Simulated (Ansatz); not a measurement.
`C[O][In]([OH])[Br]`. Total charge 0; spin multiplicity 1. In: def2 effective core potential. Geometry: relaxed with PBE0-D4/def2-TZVP. It is one conformer, not always the lowest.

```xyz
9

C     0.396    1.554   -0.527
O     0.651    0.434    0.287
In   -0.456   -1.193    0.251
O    -0.047   -2.629    1.528
Br   -2.252   -1.400   -1.390
H    -0.174    1.317   -1.435
H     1.353    1.985   -0.838
H    -0.159    2.321    0.026
H     0.688   -2.388    2.099
```

What is the dipole moment at PBE/def2-TZVPP? (Best estimate.)

The calculation gave: 1.59 D, with components (0.98, 1.19, 0.36) D in this frame, pointing from negative to positive charge.

And with r2SCAN, B3LYP, ωB97M-V? (Best estimate.)

Computed: r2SCAN 1.62 D, B3LYP 1.56 D, ωB97M-V 1.50 D.

Give the Mulliken charges with PBE, B3LYP, r2SCAN in def2-TZVPP. (Estimate.)

The calculation gave: 
```tsv
atom	PBE	B3LYP	r2SCAN
C1	-0.12	-0.10	0.04
O2	-0.42	-0.50	-0.50
In3	0.83	0.95	0.94
O4	-0.43	-0.48	-0.50
Br5	-0.32	-0.33	-0.33
H6	0.09	0.09	0.05
H7	0.09	0.10	0.05
H8	0.09	0.09	0.05
H9	0.18	0.18	0.20
```

B3LYP here is the variant with VWN-RPA as its local correlation; programs differ in this.
